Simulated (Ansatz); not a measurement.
Ansatz (an electronic-structure program) input (B3LYP/LANL2DZ): The .json file is the Basis Set Exchange's LANL2DZ.

Ansatz 0.2 input:
```yaml
crystal:
  periodic: [false, false, false]
  atoms:
    - {symbol: Cd, position_ang: [-0.00000000, -0.00000000, -0.99187572]}
    - {symbol: Se, position_ang: [0.00000000, 0.00000000, 1.40029513]}
basis:
  gaussian:
    orbitals: LANL2DZ.json
hamiltonian:
  xc: {name: B3LYP}
relax: {f_tol: 0.003, max_steps: 120}
```

Problem. What final total energy does it give?

Solution. -57.27050 Eh.
